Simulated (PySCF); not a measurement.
1-bromo-3-chloropropa-1,2-diene (C3H2BrCl), SMILES ClC=C=CBr.

Geometry optimised at B3LYP-D3(BJ)/def2-SVP.

Method: TDDFT-B3LYP/def2-SVPD run with PySCF.

Vertical excitations. 

Computed excitation energies, oscillator strengths and character:
```json
[
 {"state": "S1", "energy (eV)": "4.54", "λ (nm)": "273", "f": "0.000", "main pairs": "HOMO→LUMO 97 %"},
 {"state": "S2", "energy (eV)": "4.86", "λ (nm)": "255", "f": "0.000", "main pairs": "HOMO−1→LUMO+1 96 %"},
 {"state": "S3", "energy (eV)": "5.28", "λ (nm)": "235", "f": "0.008", "main pairs": "HOMO−1→LUMO 53 %, HOMO→LUMO+1 41 %"},
 {"state": "S4", "energy (eV)": "5.51", "λ (nm)": "225", "f": "0.003", "main pairs": "HOMO−2→LUMO 94 %"},
 {"state": "S5", "energy (eV)": "5.82", "λ (nm)": "213", "f": "0.002", "main pairs": "HOMO−2→LUMO+1 99 %"},
 {"state": "S6", "energy (eV)": "6.03", "λ (nm)": "206", "f": "0.727", "main pairs": "HOMO→LUMO+1 47 %, HOMO−1→LUMO 39 %"},
 {"state": "S7", "energy (eV)": "6.26", "λ (nm)": "198", "f": "0.009", "main pairs": "HOMO−3→LUMO 98 %"},
 {"state": "S8", "energy (eV)": "6.43", "λ (nm)": "193", "f": "0.004", "main pairs": "HOMO→LUMO+2 82 %"},
 {"state": "S9", "energy (eV)": "6.47", "λ (nm)": "192", "f": "0.004", "main pairs": "HOMO−3→LUMO+1 97 %"},
 {"state": "S10", "energy (eV)": "6.79", "λ (nm)": "183", "f": "0.052", "main pairs": "HOMO−1→LUMO+2 78 %"},
 {"state": "T1", "energy (eV)": "3.84", "λ (nm)": "323", "f": "0", "main pairs": "HOMO−1→LUMO 77 %, HOMO→LUMO+1 12 %"},
 {"state": "T2", "energy (eV)": "4.03", "λ (nm)": "308", "f": "0", "main pairs": "HOMO→LUMO+1 73 %, HOMO−1→LUMO 12 %"},
 {"state": "T3", "energy (eV)": "4.14", "λ (nm)": "300", "f": "0", "main pairs": "HOMO→LUMO 94 %"},
 {"state": "T4", "energy (eV)": "4.48", "λ (nm)": "277", "f": "0", "main pairs": "HOMO−1→LUMO+1 97 %"}
]
```
Triplets are in the Tamm–Dancoff approximation, which puts them higher than full response would, so one can lie above its singlet here.
